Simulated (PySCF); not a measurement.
Compound: C6H10Cl2.
Atom-mapped SMILES: `[Cl:1][CH:2]([Cl:3])[CH:4]1[CH2:5][CH2:6][CH2:7][CH2:8]1` (hydrogens: H9 on C2; H10 on C4; H11, H12 on C5; H13, H14 on C6; H15, H16 on C7; H17, H18 on C8)

Geometry (GFN2-xTB, Å), atoms numbered from 1 in this order:
```
atom  x, y, z in Å
Cl1    2.422    1.628    1.585
C2     1.911    0.782    0.103
Cl3    3.272   -0.197   -0.492
C4     0.699   -0.086    0.372
C5     0.212   -0.820   -0.883
C6    -1.247   -1.117   -0.558
C7    -1.734    0.183    0.083
C8    -0.517    0.743    0.838
H9     1.715    1.547   -0.651
H10    0.962   -0.821    1.138
H11    0.274   -0.155   -1.746
H12    0.794   -1.714   -1.091
H13   -1.307   -1.937    0.157
H14   -1.824   -1.387   -1.441
H15   -2.047    0.880   -0.695
H16   -2.582    0.018    0.746
H17   -0.369    1.798    0.606
H18   -0.642    0.661    1.916
```

Computed, not measured: TDDFT PBE0/def2-SVPD, vertical, gas phase, core orbitals frozen in the response in PySCF 2.14.0, density-fitted response routines.

**Question.** What does the calculation give for the low-lying excited states?

**Answer.** 

| state | E (eV) | λ (nm) | ν̃ (cm⁻¹) | f | main configurations (H = HOMO, L = LUMO) |
| --- | --- | --- | --- | --- | --- |
| S1 | 7.02 | 176.7 | 56580 | 0.0008 | H-1→L (95%) |
| S2 | 7.05 | 176.0 | 56830 | 0.020 | H→L (93%) |
| S3 | 7.43 | 166.8 | 59970 | 0.0026 | H-2→L (71%), H-1→L+2 (20%) |
| S4 | 7.62 | 162.7 | 61460 | 0.011 | H→L+2 (58%), H-3→L (29%) |
| S5 | 7.82 | 158.5 | 63110 | 0.0002 | H-1→L+2 (70%), H-2→L (22%) |
| S6 | 7.91 | 156.8 | 63770 | 0.0003 | H-3→L (58%), H→L+2 (33%) |

Triplets, Tamm–Dancoff:

```csv
state,E (eV),λ (nm),"main configurations (H = HOMO, L = LUMO)"
T1,6.31,196.4,H→L (88%)
T2,6.42,193.3,H-1→L (84%)
```

The lowest singlet lies at 7.02 eV (177 nm, vacuum ultraviolet) and is very weak; its leading configuration is HOMO-1→LUMO (95%). The most intense listed level is S2 at 7.05 eV (176 nm, f = 0.020), 0.03 eV above S1. Löwdin shares by element: HOMO chlorine 90%; LUMO chlorine 65%, carbon 24% or more. Orbital energies (eV): HOMO-3 -9.21, HOMO-2 -9.03, HOMO-1 -8.57, HOMO -8.51, LUMO 0.05, LUMO+1 0.55, LUMO+2 0.66. Of the 6 states listed, 2 reach f = 0.01 and 2 stay under 0.0005. The listed states span 0.89 eV, and the widest gap between neighbours is 0.39 eV (S2 to S3). The window holds the lowest 6 singlets.

One conformer stands for the species.

Without π bonds the low states are Rydberg-like; a valence basis with one diffuse set may place them up to an eV too high.
